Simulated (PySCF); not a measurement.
H7NO6Si2, SMILES O[Si](O)(N[Si](O)(O)O)O, singlet at its GFN2-xTB optimised geometry (Å):

```
16

Si    -0.8106     0.9690    -1.3458
O      0.8223     1.0885    -1.3189
O     -1.3428     0.2471    -2.7000
O     -1.3914     2.4834    -1.2909
N     -1.2757    -0.0040     0.0000
Si    -0.6267    -1.6092     0.0000
O      0.9949    -1.6092     0.0000
O     -1.1757    -2.4834     1.2518
O     -1.1598    -2.3180    -1.3724
H      1.2207     1.8331    -1.7629
H     -1.2965    -0.7100    -2.6978
H     -2.3125     2.6086    -1.4955
H     -1.4138     0.4527     0.8825
H      1.4138    -0.9136    -0.5052
H     -0.6798    -2.4591     2.0635
H     -1.9812    -2.7987    -1.3126
```

Calculation: PySCF with PBE0/def2-TZVP.

Map of the Laplacian of the electron density (e/bohr⁵), clipped to [-1.50, 1.50] on the plane z = 0.6 Å:

```
|-------------------------------|
|-------------------------------|
|-------------------------------|
|-------------------------------|
|-------------------------------|
|-------------------------------|
|-------------------------------|
|-------------------------------|
|-------------------------------|
|-------------------------------|
|-------------------------------|
|-------------------------------|
|---------====------------------|
|--------==:-==-----------------|
|--------==  ==-----------------|
|--------==-:===----------------|
|--------======-----------------|
|---------=====----=------------|
|---------===----=====----------|
|----------===+===+++==---------|
|----------==#@*==++++=---------|
|---------===*@*==++++=---------|
|---------=+======+++==---------|
|--------==++=========----------|
|--------==+++==----------------|
|---------==+==-----------------|
|----------===------------------|
|-------------------------------|
|-------------------------------|
|-------------------------------|
|-------------------------------|
```
Scale: ten equal steps from -0.874 (start of ' ') to 1.50 (end of '@'), in the order ' .:-=+*#%@'; x runs from -4.50 to 4.50, y from -4.50 (bottom) to 4.50 (top).
